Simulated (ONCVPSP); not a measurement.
**Potentials for nickel (Ni) compared**

Generated with ld1.x 7.5 (TM, RRKJ, ultrasoft, PAW), atompaw 4.2 or ONCVPSP 4.0.1. The cutoff is in Ry: for ld1.x and atompaw files where the sum of valence levels is converged to 10 mRy in a Bessel basis, for ONCV files where the hardest occupied wave has 1 mHa per electron of residual kinetic energy. The error is the largest all-electron minus pseudo excitation energy over each file’s own four to seven test configurations (ionisations up to +4, promotions, holes and added fractions of an electron), all of which were solved. The labels leave out finer settings (local radius, basis sizes, second energies), which also bear on the numbers. Spin-polarised tests are not counted. The rows are a selection from randomly drawn settings: files with unsolved tests, undetermined cutoffs or missed reference levels are left out.

A true bound ghost makes a file unfit for plane-wave use even where its test errors are small: the radial tests pick states by their node count and pass the ghost by.

| potential | cutoff (Ry) | largest error (meV) | bound ghosts |
| --- | --- | --- | --- |
| ONCV, LDA (Perdew-Wang 92), scalar-relativistic, rc 0.98/1.00/1.00 (spd), local smoothed, core correction no, reference 3s2 3p6 3d9 4s1, qcut 13.6/14/15.5, projectors 2/2/1 | 181 | -3.2 | none |
| ONCV, PBE, scalar-relativistic, rc 1.20/1.10/1.35 (spd), local smoothed, core correction yes, reference 3s2 3p6 3d8 4s2, qcut 11.7/13/11.6, projectors 2/2/2 | 108 | +185 | none |
| ONCV, LDA (Perdew-Wang 92), scalar-relativistic, rc 2.05/0.95/1.15 (spd), local smoothed, core correction yes, reference 3p6 3d8 4s1, qcut 3.4/14.5/12.4, projectors 3/2/2 | 139 | +50 | s |
| ONCV, PW91, scalar-relativistic, rc 1.15/0.95/1.65 (spd), local smoothed, core correction no, reference 3s2 3p6 3d8 4s2, qcut 10.2/14.1/11.6, projectors 2/1/2 | 91 | +105 | none |
| ONCV, PBE, scalar-relativistic, rc 1.10/0.75/1.05 (spd), local smoothed, core correction no, reference 3s2 3p6 3d8 4s1, qcut 10.7/12.5/15.7, projectors 2/1/1 | 182 | -6.3 | none |

(1) Fill in the row for Ni: ONCV, LDA (Perdew-Zunger), scalar-relativistic, rc 1.20/1.00/1.50 (spd), local smoothed, core correction yes, reference 3s2 3p6 3d7, qcut 10.2/13.1/12.2, projectors 2/2/2.

(2) Fill in the row for Ni: ONCV, PBE, non-relativistic, rc 1.05/0.85/1.45 (spd), local smoothed, core correction yes, reference 3s2 3p6 3d8, qcut 10.2/11/9.8, projectors 3/1/1.

(3) Fill in the row for Ni: ONCV, LDA (Perdew-Wang 92), scalar-relativistic, rc 1.25/1.45/1.55 (spd), local smoothed, core correction yes, reference 3s2 3p6 3d8 4s1.5 4p0.5, qcut 10.8/8.8/11.4, projectors 2/2/3.

## Answers

(1) cutoff 111 Ry, largest error +50 meV, bound ghosts: none.

(2) cutoff 104 Ry, largest error +39 meV, bound ghosts: none.

(3) cutoff 94 Ry, largest error +21 meV, bound ghosts: none.
